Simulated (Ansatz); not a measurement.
Basis sets compared for the cluster Sn₆S₁₂. Total charge 0; singlet. Geometry PBE-D4/def2-SVP. Ansatz on 2 threads of AMD EPYC 7R13 on a shared host and a share (18 GiB) of an NVIDIA H100 80GB HBM3; times are rough, and most runs start from earlier orbitals.

Cartesian coordinates in Å:
```
Sn -2.204 0.210 2.928
Sn -0.195 1.225 -4.557
Sn 1.579 -1.543 -2.886
Sn 1.982 0.540 1.131
Sn -0.561 -2.953 1.323
Sn -0.938 0.483 -0.730
S 1.253 1.878 -1.201
S -1.387 2.977 -3.107
S -0.164 -1.141 4.368
S -2.368 -1.127 0.638
S -1.856 -2.365 3.922
S 4.126 0.894 1.741
S -0.257 1.602 1.592
S 2.151 1.088 -2.908
S -2.608 2.058 -1.687
S -0.921 -0.738 -3.052
S 1.214 -1.615 2.827
S 1.152 -1.470 -0.344
```

In the def2 sets Sn takes a core potential; there is no spin–orbit coupling. Single mean-field runs in def2-TZVP are fitted with def2-universal-jkfit. Another isomer (singlet) lies 1.03 eV lower at PBE0-D4/def2-TZVP; other spin states weren't run for this one.

Binding counts from free atoms (Sn triplet, S triplet) in the same basis, without a counterpoise term.

| level | functions | energy (Eh) | HOMO (eV) | LUMO (eV) | binding per atom (eV) | wall time |
| --- | --- | --- | --- | --- | --- | --- |
| PBE-D4/def2-SVP | 372 | -6061.2905 | -5.17 | -4.10 | 3.35 | 3.7 s |
| PBE0-D4/def2-SVP | 372 | -6061.6696 | -6.23 | -3.62 | 3.16 | 5.5 s |

Problem. Estimate the rows for PBE-D4/def2-TZVP (with forces), PBE0-D4/def2-TZVP.

Solution. 
```
                         level  functions  energy (Eh)  HOMO (eV)  LUMO (eV)  binding per atom (eV)  wall time
PBE-D4/def2-TZVP (with forces)        744   -6062.9943      -5.25      -4.13                   3.38       12 s
             PBE0-D4/def2-TZVP        744   -6063.3556      -6.26      -3.60                   3.20        9 s
```
